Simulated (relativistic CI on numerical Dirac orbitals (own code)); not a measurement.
**Pd⁴⁴⁺: sensitivity of the levels to the model**

Base calculation: Dirac-Coulomb-Breit CI, orbitals from a KLI potential per configuration, a model potential for QED, unscaled Slater integrals.

Configurations in the expansion: 1s2, 1s 2s, 1s 2p, 1s 3s, 1s 3p, 1s 3d, 1s 4s, 1s 4p, 1s 4d, 1s 4f, 1s 5s, 1s 5p, 1s 5d, 1s 5f, 1s 5g, 1s 6s, 1s 6p, 1s 6d. Levels of other configurations are missing.

Variants: (1) P86 correlation estimate; (2) non-relativistic limit. Shifts of the energy above 1s2 1S_0, in eV, for the lowest level and the first level of each name with at least 55 % of one term (blank where a level changes its place among those of its configuration and J or its character, or is not in the variant):

| Level | Base | Δ(1) | Δ(2) |
| --- | --- | --- | --- |
| 1s2 1S_0 | 0.0 | 0.0 | 0.0 |
| 1s 2s 3S_1 | 21556.3 | +1.9 | -509.9 |
| 1s 2p 3P°_1 | 21619.8 | +1.9 | -526.9 |
| 1s 2p 3P°_0 | 21620.1 | +1.9 | -527.1 |
| 1s 2s 1S_0 | 21623.0 | +1.9 | -523.4 |
| 1s 2p 3P°_2 | 21811.9 | +1.9 | -718.9 |
| 1s 2p 1P°_1 | 21841.8 | +1.9 | -707.9 |
| 1s 3s 3S_1 | 25602.2 | +2.2 | -674.9 |
| 1s 3p 3P°_1 | 25619.6 | +2.2 | -679.3 |
| 1s 3p 3P°_0 | 25619.6 | +2.2 | -679.4 |
| 1s 3s 1S_0 | 25620.0 | +2.2 | -678.6 |
| 1s 3p 3P°_2 | 25676.7 | +2.2 | -736.5 |
| 1s 3d 3D_2 | 25684.1 | +2.2 | -736.1 |
| 1s 3d 3D_1 | 25684.9 | +2.2 | -736.9 |
| 1s 3p 1P°_1 | 25685.1 | +2.2 | -733.8 |
| 1s 3d 3D_3 | 25702.7 | +2.2 | -754.7 |
| 1s 3d 1D_2 | 25703.6 | +2.2 | -755.1 |
| 1s 4s 3S_1 | 27002.6 | +2.5 | -723.7 |
| 1s 4p 3P°_1 | 27009.7 | +2.5 | -725.4 |
| 1s 4p 3P°_0 | 27009.7 | +2.5 | -725.5 |
| 1s 4s 1S_0 | 27009.9 | +2.5 | -725.2 |
| 1s 4p 3P°_2 | 27033.8 | +2.5 | -749.5 |

At this charge energies of transitions that change n are usually good to better than 1 %, and those within a shell (Δn = 0) to a few per cent.

Ionisation energy from the two ground configurations alone: base 28773.7 eV. The NIST ASD value (theoretical) is 28776 eV.

LS names give the leading component of a level, which can be under half, so a name can repeat, a term be missing and a line seem to break the LS rules.
